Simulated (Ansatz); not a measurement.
**Redistribution: CHBr2F + CHBr2Cl → CHBrClF + CHBr3**

Species: CHBr2F (dibromofluoromethane) `FC(Br)Br`, singlet; CHBr2Cl (chlorodibromomethane) `ClC(Br)Br`, singlet; CHBrClF (bromochlorofluoromethane) `FC(Cl)Br`, singlet; CHBr3 (bromoform) `BrC(Br)Br`, singlet. The partners trade Br for Cl; both sit on C, so the bond types are kept.

Shapes, held fixed at every level: PBE0-D4/def2-TZVP. Programs: Ansatz 0.2.0. The zero-point and thermal change to 298 K, harmonic and unscaled (PBE0-D4/def2-TZVP), is +0.1 kJ/mol.

```tsv
level	kind	ΔH(298 K) (kJ/mol)	less CCSD(T)/def2-TZVPP	CPU time (sum over the molecules)
HF/def2-TZVPP	Hartree–Fock	-4.5	+0.2	–
SPW92/def2-TZVPP	LDA	-2.4	+2.3	14 s
r2SCAN-D4/def2-TZVPP	meta-GGA	-2.7	+2.0	61 s
B3LYP-D4/def2-TZVPP	global hybrid	-2.9	+1.8	55 s
r2SCAN0-D4/def2-TZVPP	global hybrid	-3.5	+1.2	69 s
wB97X-V/def2-TZVPP	range-separated hybrid	-3.8	+0.9	93 s
CCSD(T)/def2-SVP	coupled cluster or CI	-6.3	-1.6	78 s
CCSD(T)/def2-TZVPP	coupled cluster or CI	-4.7	0.0	17 min
```

The highest level, CCSD(T)/def2-TZVPP, gives ΔH(298 K) = -4.7 kJ/mol; the levels span -6.3 to -2.4. The column of differences is taken from that level and isn't an error. No measured value is set beside it here. Relativity is left out for Br unless named. Correlated rows may include outer-core shells of Br, which these sets cover unevenly. Times are processor times on shared x86 and Arm servers, and rough.
